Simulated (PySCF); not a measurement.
Cartesian coordinates in Å; atom numbers follow the order of the lines, from 1:
```xyz
7

Al    0.476    0.828    0.003
Cl    2.574    0.886    0.031
Cl   -0.496    2.688   -0.067
C    -0.493   -0.843    0.018
H    -0.584   -1.231   -1.011
H    -1.512   -0.722    0.417
H     0.034   -1.607    0.609
```

Computational details: NMR shieldings at B3LYP/pcSseg-1 (pcSseg-2 on Al)/GIAO, structure optimised with PBE0-D3(BJ)/def2-SVP, in PySCF (averaged over atoms made equivalent by symmetry, fast rotation or ring inversion, non-relativistic Hamiltonian, no solvent model, one computed conformer).

δ = σ(ref) − σ, references computed at the same level: $^{13}$C and $^{1}$H against TMS; $^{27}$Al against [Al(H2O)6]3+; $^{35}$Cl vs HCl.

```json
{"atoms": "H5/H6/H7", "nucleus": "$^{1}$H", "count": "3", "δ (ppm)": "0.03"}
{"atoms": "C4", "nucleus": "$^{13}$C", "count": "1", "δ (ppm)": "-9.0"}
{"atoms": "Al1", "nucleus": "$^{27}$Al", "count": "1", "δ (ppm)": "?"}
{"atoms": "Cl2/Cl3", "nucleus": "$^{35}$Cl", "count": "2", "δ (ppm)": "?"}
```

Task: Estimate the values marked ?.

Result: 
- Al1: 220.5 ppm, aluminium bonded to C, 2 Cl
- Cl2/Cl3: 56 ppm, chlorine bonded to Al

Shifts are as computed, not scaled to solution data. Of 1211 compounds with measured shifts, 218 miss one by over three times the rms of a fit or turn the order of signals round; such compounds aren't used in these exercises.
